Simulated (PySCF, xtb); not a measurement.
CH6FNOSi2, SMILES C1[SiH2]N[Si@@H](O1)F. One conformer was computed; it need not be the lowest.

Harmonic wavenumbers (cm⁻¹) from GFN2-xTB (xtb) at its own minimum, in rising order: 79, 106, 178, 268, 372, 382, 454, 484, 528, 603, 637, 685, 712, 764, 767, 792, 853, 873, 920, 1094, 1133, 1182, 1271, 1475, 2240, 2257, 2420, 2917, 2947, 3538.

**Question.** What does PBE0-D3(BJ)/def2-SVP run with PySCF give at its own minimum? (Estimate from the structure and the level; the computed values follow.)

**Answer.** 86, 95, 238, 342, 389, 434, 478, 516, 664, 689, 709, 759, 796, 839, 866, 887, 939, 945, 1003, 1117, 1132, 1238, 1291, 1464, 2213, 2223, 2329, 3054, 3115, 3672. Paired by order, the mean absolute difference is 65 cm⁻¹ and the zero-point energies are 47.1 and 49.4 kcal/mol.
